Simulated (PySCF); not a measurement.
PySCF was given this input:
```python
from pyscf import gto, scf, mp

mol = gto.M(
    atom='''
F     1.615043   -0.609945    0.099165
S     0.180346    0.307769    0.047937
F    -1.313505    1.124532   -0.019015
F    -0.622153   -1.061731   -0.165371
''',
    basis='aug-pcseg-1',
    charge=0,
    spin=1,
    verbose=4,
)

mf = scf.UHF(mol)
mf.kernel()

pt = mp.MP2(mf, frozen=8)
pt.kernel()
print('E(MP2) = %.10f' % pt.e_tot)
```

Question: Predict the SCF-reference Mulliken (on the basis functions themselves) charges in atom order from PySCF with MP2/aug-pcseg-1.

Answer: F1 -0.68, S2 1.91, F3 -0.68, F4 -0.55

Question: Estimate the SCF-reference dipole moment that MP2/aug-pcseg-1 returns for this input.

Answer: 0.85 D

Question: Estimate the SCF-reference HOMO energy that MP2/aug-pcseg-1 returns for this input.

Answer: -14.02 eV

Question: Give the number of basis functions at the level MP2/aug-pcseg-1.

Answer: 96

Question: Give the total energy at the level MP2/aug-pcseg-1.

Answer: -696.3466 Eh

These values belong to the state on which the SCF converged, which isn't shown to be the lowest.
